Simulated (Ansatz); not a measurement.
Two structures of Si2H7Br, closed shell, reached by relaxing down either side of one saddle point (PBE0-D4/def2-TZVP). Energies are electronic, without zero-point energy. Ansatz 0.2.0; basis: def2-TZVPP and def2-QZVPP; cores frozen in the correlated methods. Filled d shells of the heavier atoms are correlated. The def2 sets are not built for correlating such inner shells, so the correlated values are less sure here. Extrapolation: Hartree–Fock as exp(−7.88 √X), correlation as X^−2.97. First:

```xyz
10
angstrom
Si -0.7551 -1.1086 -0.1490
H -0.6195 -0.6669 -1.5689
H -0.2001 -2.4847 -0.0534
H -2.2066 -1.1482 0.1707
Si 0.3749 0.3457 1.2950
H 0.3908 0.9614 -2.2251
Br 1.1739 2.1481 -2.3124
H 0.2046 -0.1390 2.6914
H -0.1863 1.7171 1.1863
H 1.8234 0.3751 0.9655
```

Second:

```csv
atom,x (Å),y (Å),z (Å)
Si1,-0.9617,0.0046,-0.0227
H2,1.1722,-1.8788,-3.1723
H3,-0.6758,-1.3728,-0.4963
H4,-2.4022,0.1102,0.3204
Si5,0.4185,0.6352,1.7541
H6,0.8902,-1.1987,-3.0474
Br7,-0.5752,1.3928,-1.7280
H8,0.1871,-0.2649,2.9162
H9,0.1079,2.0341,2.1450
H10,1.8391,0.5385,1.3309
```

Which bonds change from the first to the second?

Si₂H₆ ([SiH3][SiH3]) + HBr → Si₂H₅Br ([SiH3][SiH2][Br]) + H₂; bonds formed: Si1–Br7, H2–H6; bonds broken: Si1–H2, H6–Br7.

Give the saddle point's structure and its height above each. (An estimate is asked for; the value comes from the calculation.)

By the calculation: 1.475 eV above the first and 2.182 eV above the second (CCSD(T) at an estimated basis limit (MP2 extrapolated from triple and quadruple zeta, plus CCSD(T) − MP2 in triple zeta)).
Si1  (-0.649, -0.566, -0.348)
H2  (0.239, -1.090, -1.744)
H3  (-0.615, -2.057, -0.153)
H4  (-2.036, -0.266, -0.749)
Si5  (0.511, 0.479, 1.381)
H6  (0.261, -0.237, -1.880)
Br7  (0.027, 1.717, -1.695)
H8  (0.434, -0.370, 2.604)
H9  (-0.098, 1.803, 1.632)
H10  (1.926, 0.588, 0.952)
(Å)

T1 diagnostic: at most 0.012.

Labels in which every atom is bracketed show which atoms are joined, not bond orders.

For scale, one of the runs: CCSD(T)/def2-TZVPP, 230 basis functions, launched by `ansatz run in.yaml --threads 4 --pin off --events-out ev --progress --plain --max-ram 9574MiB`. Time: 81 s of wall clock on 4 CPU threads of an Arm Neoverse V2; the host was shared. Peak host memory: 3.6 GiB.
